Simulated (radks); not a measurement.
Spherical quantum dot in the effective-mass picture: electrons in a hard-walled sphere of radius 3.43, all in effective atomic units (hartree* = m*/eps^2 hartree, bohr* = eps/m* bohr), one dielectric constant everywhere. Method: non-relativistic Kohn-Sham, LDA (Slater exchange, Perdew-Wang correlation), spin-polarised, spherical densities; computed with a radial shooting solver with Libxc functionals. Levels are named by radial order and angular momentum (1s, 1p, 1d, 2s, ...), and open shells are averaged over m. Results are scaled to m* = 0.062 and eps = 11.1, for which hartree* = 13.69 meV and bohr* = 9.474 nm.

N = 30, configuration 1s2 1p6 1d10 1f(up 7, down 5). This is the lowest configuration that the search found. Occupied and some empty levels:

level    occupation  eigenvalue (meV)  <r> (nm)
1s up             1            156.86     22.32
1s down           1            157.14     22.28
1p up             3            159.76     23.08
1p down           3            160.06     23.07
1d up             5            164.84     23.75
1d down           5            165.14     23.74
1f up             7            171.84     24.31
1f down           5            172.15     24.31
2s up             0            177.92     14.43
2s down           0            178.03     14.43
1g up             0            180.61     24.79
1g down           0            180.93     24.79
2p up             0            187.91     16.94
2p down           0            188.05     16.93
2d up             0            199.79     18.53
2d down           0            199.96     18.52

Energy (meV): total 2776.56, kinetic 714.33, external 0, Hartree 2277.0, exchange-correlation -214.78.

Electron density:

r (nm)  n(r) (e/nm^3)
0.964       6.479e-06
2.58        7.372e-06
4.19        9.302e-06
5.81       0.00001274
7.42       0.00001847
9.04       0.00002773
10.7       0.00004224
12.3       0.00006399
13.9       0.00009551
15.5        0.0001383
17.1        0.0001934
18.7        0.0002577
20.4        0.0003248
22.0        0.0003809
23.6        0.0004084
25.2        0.0003886
26.8        0.0003137
28.4        0.0001985
30.0       0.00008123
31.7        9.870e-06
